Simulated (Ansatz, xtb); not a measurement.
**C3H9F3Si2: 5 structures ranked**

5 gas-phase structures of C3H9F3Si2, from a drawn sample of its isomers (lower ones may exist). Each was relaxed with GFN2-xTB; where two conformers were screened, the lower at r2SCAN-D4/def2-SVP is listed:

A. `C[SiH](C[SiH3])C(F)(F)F`, a singlet
B. `C[SiH]([SiH3])CC(F)(F)F`, a singlet
C. `FC(F)(F)C[SiH2]C[SiH3]`, a singlet
D. `C[Si](C)([SiH3])C(F)(F)F`, a singlet
E. `C[SiH2][C@@H]([SiH3])C(F)(F)F`, a singlet

Task: Which do you expect lowest at r2SCAN-D4/def2-SVP, and how would the others follow?

Result: Calculated order at r2SCAN-D4/def2-SVP: B (0.0), C (2.1), E (8.4), D (13.6), A (13.9) kJ/mol. Less than 1 kcal/mol parts B and C; D and A, so the order within those pairs means little. CCSD(T)/def2-SVP + ΔMP2/def2-TZVPP after further relaxation puts C lowest instead.

Energies above the lowest of each column, in kJ/mol; the last columns are at B3LYP/def2-SVP geometries:

```json
{"structure": "B", "GFN2-xTB": "38.3", "HF/STO-3G": "19.9", "r2SCAN-D4/def2-SVP": "0.0", "B3LYP/def2-SVP": "0.0", "CCSD(T)/def2-SVP + ΔMP2/def2-TZVPP": "4.4"}
{"structure": "C", "GFN2-xTB": "12.6", "HF/STO-3G": "34.2", "r2SCAN-D4/def2-SVP": "2.1", "B3LYP/def2-SVP": "3.1", "CCSD(T)/def2-SVP + ΔMP2/def2-TZVPP": "0.0"}
{"structure": "E", "GFN2-xTB": "0.0", "HF/STO-3G": "39.2", "r2SCAN-D4/def2-SVP": "8.4", "B3LYP/def2-SVP": "10.4", "CCSD(T)/def2-SVP + ΔMP2/def2-TZVPP": "4.9"}
{"structure": "D", "GFN2-xTB": "79.2", "HF/STO-3G": "0.0", "r2SCAN-D4/def2-SVP": "13.6", "B3LYP/def2-SVP": "11.9", "CCSD(T)/def2-SVP + ΔMP2/def2-TZVPP": "9.4"}
{"structure": "A", "GFN2-xTB": "57.0", "HF/STO-3G": "19.2", "r2SCAN-D4/def2-SVP": "13.9", "B3LYP/def2-SVP": "13.6", "CCSD(T)/def2-SVP + ΔMP2/def2-TZVPP": "6.4"}
```

CCSD(T)/def2-SVP + ΔMP2/def2-TZVPP puts C lowest; GFN2-xTB picks E, HF/STO-3G picks D, r2SCAN-D4/def2-SVP picks B, B3LYP/def2-SVP picks B. CCSD(T)/def2-SVP + ΔMP2/def2-TZVPP orders those it was run on as C (0.0), B (4.4), E (4.9), A (6.4), D (9.4) kJ/mol. Less than 1 kcal/mol parts B and E; E and A; A and D, so the order within those pairs means little. Flexible structures stand in one conformer each, not always the lowest. The ΔMP2 step shifts differences by up to 17.5 kJ/mol, which makes them less sure. ΔMP2 is the change of the MP2 energy from the smaller to the larger basis.

Over these structures GFN2-xTB departs from r2SCAN-D4/def2-SVP by 23.1 kJ/mol on average once a common shift is removed. A GFN2-xTB relaxation took about 0.11 s and the r2SCAN-D4/def2-SVP energy about 2.2 s on a shared host (Ansatz 0.2.0, xtb 6.7.1).
